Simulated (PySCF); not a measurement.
Working out the ionisation energy of In

In [Kr] 4d10 5s2 5p1 (2P) → In⁺ [Kr] 4d10 5s2 (1S). All numbers are calculated (PySCF 2.14, a scalar-relativistic core potential, in aug-cc-pV5Z-PP with ECP28MDF). Frozen: 4s2 4p6 4d10. Energies in hartree (1 hartree = 27.21139 eV):

```tsv
part	In (lower)	In⁺ (upper)
UHF	-189.210709	-189.018892
MP2 opposite-spin	-0.030542	-0.024942
MP2 same-spin	-0.002368	0.000000
```

Problem. What does Hartree-Fock give?

Solution. (-189.018892) − (-189.210709) = 0.191817 hartree = 5.220 eV.

Problem. What do MP2 and SCS-MP2 (6/5 opposite-spin, 1/3 same-spin) give?

Solution. The opposite-spin parts differ by 0.152 eV and the same-spin parts by 0.064 eV. MP2: 5.220 + (0.152) + (0.064) = 5.436 eV. SCS-MP2: 5.220 + 1.2 × (0.152) + (0.064)/3 = 5.424 eV.

Measured between the centres of the two terms (NIST): 5.603 eV, so MP2 (valence) is off by -0.167 eV.

What remains against the reference includes basis incompleteness, the frozen core and correlation beyond second order.
